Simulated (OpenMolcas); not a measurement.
**Au3+ in a point-charge field**

Au3+ among 3 point charges of -1.5 e arranged as a planar triangle (D3h), 1.92 Å from the ion.
```
   1.9200    0.0000    0.0000  -1.50
  -0.9600    1.6628    0.0000  -1.50
  -0.9600   -1.6628    0.0000  -1.50
```

```
Program             : OpenMolcas 26.06
Method              : SS-CASPT2, IPEA 0.25 Eh, imaginary shift 0.1 Eh (closed shells correlated: 4f 5s 5p)
Basis               : ANO-RCC-VDZP [7s6p4d2f]
Scalar Hamiltonian  : DKH2, point nucleus
Active space        : 8 electrons in 5 orbitals (5d)
State averaging     : 2S+1 = 3 even, 10 roots; 2S+1 = 1 even, 15 roots
Spin-orbit coupling : state interaction with AMFI integrals over the reference wave functions
```

The lowest spin-free states (labels of D3, the rotations of D3h), above the lowest:

```csv
State,Degeneracy,E (cm-1),Free-ion L (%)
3A2,1,0,F (54)
3A1,1,2180,F (100)
3A2,1,2190,F (100)
3E,2,5090,F (89)
3E,2,5560,F (100)
1A1,1,8990,D (86)
1E,2,9270,G (100)
1E,2,13130,D (90)
1E,2,15510,D (85)
3A2,1,17390,P (54)
1A1,1,19370,G (100)
1A2,1,19420,G (100)
3E,2,25220,P (89)
1E,2,28730,G (85)
1E,2,32930,G (90)
1A1,1,33750,G (93)
1A1,1,50410,S (92)
```

The lowest levels with spin-orbit coupling:

| E (cm-1) | Degeneracy | Label | 2S+1 | g |
| --- | --- | --- | --- | --- |
| 0 | 1 | A1 | 3 (79 %) |  |
| 100 | 2 | E | 3 | 0.00 0.00 9.78 |
| 2210 | 2 | E | 3 | 0.00 0.00 2.89 |
| 3220 | 1 | A2 | 3 |  |
| 3220 | 1 | A1 | 3 |  |
| 4150 | 2 | E | 3 | 0.00 0.00 4.97 |
| 9400 | 1 | A1 | 3 (70 %) |  |
| 12380 | 2 | E | 3 (78 %) | 0.00 0.00 1.55 |
| 12920 | 2 | E | 3 (68 %) | 0.00 0.00 3.14 |
| 14560 | 2 | E | 3 (73 %) | 0.00 0.00 2.94 |
| 14690 | 1 | A2 | 3 |  |
| 14700 | 1 | A1 | 3 |  |
| 17000 | 1 | A2 | 3 |  |
| 17430 | 2 | E | 3 (83 %) | 0.00 0.00 4.89 |
| 20010 | 2 | E | 1 | 0.00 0.00 8.15 |
| 23610 | 2 | E | 3 | 0.00 0.00 2.25 |
| 26060 | 1 | A1 | 3 (74 %) |  |
| 26180 | 2 | E | 3 | 0.00 0.00 4.16 |
| 28230 | 1 | A1 | 3 (76 %) |  |
| 29520 | 1 | A1 | 1 |  |

Electric-dipole absorption from the lowest level at this geometry, strongest bands:

```
E (cm-1)  λ (nm)  Label         f
    3220    3110     A2  6.20e-06
    4150    2410      E  3.69e-06
   14690     681     A2  3.72e-05
   17430     574      E  7.37e-06
   20010     500      E  2.33e-04
   26180     382      E  1.37e-06
   29570     338     A2  1.35e-06
   34910     286      E  3.03e-06
   42300     236      E  1.22e-06
```

Powder χT (cm3 K/mol): 0.00297 at 2 K, 0.0149 at 10 K, 0.346 at 50 K, 1.04 at 100 K, 1.65 at 200 K, 1.9 at 300 K. The effective moment at 300 K is 2.828 √(χT) = 3.90 μB.

Roots that are degenerate in the reference are averaged as groups; the widest CASPT2 spread within a group is 72 cm-1 (the 2-fold group of multiplicity 3 near 5560 cm-1 above the lowest state of its run). Shifts and gaps below about the spread of the groups concerned are not significant. Real 4d8 and 5d8 ions are as a rule square planar and diamagnetic. Free-ion shares, where given, are those of the reference states; single-state CASPT2 does not remix them. Point charges carry no covalency, so the field is a model and not that of real ligands. No measured value stands beside these numbers.

With an even number of electrons the g values are those of a degenerate or nearly degenerate non-Kramers pair.
